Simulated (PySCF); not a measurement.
Sb⁺ (antimony, charge +1): B3LYP calculation

Configuration: [Kr] 4d10 5s2 5p2, high-spin 3P determinant. All numbers are calculated (PySCF 2.14, a scalar-relativistic core potential, in def2-TZVP with the def2 core potential (28 electrons)).

```json
{
  "Total energy": "-239.9655 hartree",
  "One-electron energy": "-412.5438 hartree",
  "Hartree (Coulomb) energy": "191.7731 hartree",
  "Exchange-correlation energy": "-19.1947 hartree",
  "⟨S²⟩": "2.0018",
  "⟨L²⟩": "2.006",
  "Sum of ⟨r⟩": "26.84 bohr",
  "Sum of ⟨r²⟩": "45.55 bohr²",
  "Traceless quadrupole moment −½Σ⟨3z² − r²⟩ along its main axis": "3.07 e·bohr²",
  "Time after the integrals": "0.66 s of wall time on 1 thread of Neoverse-N1 (shared host)"
}
```

```json
{"shell": "4s α", "electrons": "1", "mean orbital energy (eV)": "-164.43", "spread (eV)": "0", "rms radius, mean of both spins (bohr)": "0.846"}
{"shell": "4s β", "electrons": "1", "mean orbital energy (eV)": "-164.28", "spread (eV)": "0", "rms radius, mean of both spins (bohr)": "0.846"}
{"shell": "4p α", "electrons": "3", "mean orbital energy (eV)": "-116.14", "spread (eV)": "0.368", "rms radius, mean of both spins (bohr)": "0.917"}
{"shell": "4p β", "electrons": "3", "mean orbital energy (eV)": "-115.99", "spread (eV)": "0.543", "rms radius, mean of both spins (bohr)": "0.917"}
{"shell": "4d α", "electrons": "5", "mean orbital energy (eV)": "-44.163", "spread (eV)": "0.429", "rms radius, mean of both spins (bohr)": "1.11"}
{"shell": "4d β", "electrons": "5", "mean orbital energy (eV)": "-43.943", "spread (eV)": "0.616", "rms radius, mean of both spins (bohr)": "1.11"}
{"shell": "5s α", "electrons": "1", "mean orbital energy (eV)": "-22.488", "spread (eV)": "0", "rms radius, mean of both spins (bohr)": "2.30"}
{"shell": "5s β", "electrons": "1", "mean orbital energy (eV)": "-20.830", "spread (eV)": "0", "rms radius, mean of both spins (bohr)": "2.30"}
{"shell": "5p α", "electrons": "2", "mean orbital energy (eV)": "-13.348", "spread (eV)": "0", "rms radius, mean of both spins (bohr)": "2.84"}
```

Energies and moments cover only the electrons outside the core potential.
